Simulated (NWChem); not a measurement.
System: BeHSCl; SMILES [SH][Be][Cl]

Input file for NWChem:

```
start job
memory heap 200 mb stack 900 mb global 1100 mb
geometry units angstroms noautosym nocenter noautoz
  Be     0.017393    -0.004258     0.000000
  Cl    -0.056260    -1.817740     0.000000
  S      0.115613     1.893780     0.000000
  H     -1.233061     2.015900     0.000000
end
basis spherical
  * library def2-tzvp
end
dft
  xc hfexch
  iterations 150
end
property
  efieldgrad
end
task dft property
```

Excerpt of the output:

```
             Northwest Computational Chemistry Package (NWChem) 7.3.0
             --------------------------------------------------------

                             Geometry "geometry" -> ""
                             -------------------------

 Output coordinates in angstroms (scale by  1.889725989 to convert to a.u.)

  No.       Tag          Charge          X              Y              Z
 ---- ---------------- ---------- -------------- -------------- --------------
    1 Be                   4.0000     0.01739300    -0.00425800     0.00000000
    2 Cl                  17.0000    -0.05626000    -1.81774000     0.00000000
    3 S                   16.0000     0.11561300     1.89378000     0.00000000
    4 H                    1.0000    -1.23306100     2.01590000     0.00000000

 Effective nuclear repulsion energy (a.u.)      85.7716246118

  xc_inp: hfexch multiplicative factor not found.
                              NWChem Property Module
                              ----------------------

  itol2e modified to match energy
  convergence criterion.

                                 NWChem DFT Module
                                 -----------------

 Summary of "ao basis" -> "ao basis" (spherical)
 ------------------------------------------------------------------------------
       Tag                 Description            Shells   Functions and Types
 ---------------- ------------------------------  ------  ---------------------
 Be                        def2-tzvp                 9       19   5s3p1d
 Cl                        def2-tzvp                13       37   5s5p2d1f
 S                         def2-tzvp                13       37   5s5p2d1f
 H                         def2-tzvp                 4        6   3s1p

  itol2e modified to match energy
  convergence criterion.

[...]

          -----------------------
          Electric field gradient
          -----------------------

 1 a.u. = 0.324123 10**(16) esu/cm**3  ( or statvolts/cm**2 ) = 0.97174 10**(22) v/m**2

 ------------------------------------------------------------
   Atom      X         Y         Z
 ------------------------------------------------------------
    1 Be   0.03287  -0.00805   0.00000
 ------------------------------------------------------------

 Electric field gradient in molecular frame (a.u.)
         XX             YY             ZZ             XY             XZ             YZ
 ------------------------------------------------------------------------------------------
       -0.102449       0.172443      -0.069994       0.013304      -0.000000      -0.000000

 Principal components (a.u.) and orientation
 of principal axis w.r.t. absolute frame                      Asymmetry parameter eta
 --------------------------------------------------------------------------------------
        0.173085      -0.103091      -0.069994                       0.191221

        0.048229       0.998836       0.000000
        0.998836      -0.048229       0.000000
        0.000000       0.000000       1.000000

 ------------------------------------------------------------
   Atom      X         Y         Z
 ------------------------------------------------------------
    2 Cl  -0.10632  -3.43503   0.00000
 ------------------------------------------------------------

 Electric field gradient in molecular frame (a.u.)
         XX             YY             ZZ             XY             XZ             YZ
 ------------------------------------------------------------------------------------------
        0.448285      -1.025296       0.577010      -0.054144      -0.000000       0.000000

 Principal components (a.u.) and orientation
 of principal axis w.r.t. absolute frame                      Asymmetry parameter eta
 --------------------------------------------------------------------------------------
       -1.027283       0.577010       0.450272                       0.123372

        0.036669      -0.000000       0.999327
        0.999327       0.000000      -0.036669
        0.000000       1.000000       0.000000

 ------------------------------------------------------------
   Atom      X         Y         Z
 ------------------------------------------------------------
    3 S    0.21848   3.57873   0.00000
 ------------------------------------------------------------

 Electric field gradient in molecular frame (a.u.)
         XX             YY             ZZ             XY             XZ             YZ
 ------------------------------------------------------------------------------------------
       -1.831500       0.242081       1.589419       0.707154       0.000000      -0.000000

 Principal components (a.u.) and orientation
 of principal axis w.r.t. absolute frame                      Asymmetry parameter eta
 --------------------------------------------------------------------------------------
       -2.049701       1.589419       0.460282                       0.550879

        0.955545       0.000000       0.294844
       -0.294844       0.000000       0.955545
        0.000000       1.000000       0.000000

 ------------------------------------------------------------
   Atom      X         Y         Z
 ------------------------------------------------------------
    4 H   -2.33015   3.80950   0.00000
 ------------------------------------------------------------

[...]
```

Level: Hartree-Fock/def2-TZVP. Structure relaxed at the PBE0/def2-SVP level. NWChem prints the field gradient with the sign opposite to the second derivative of the potential.
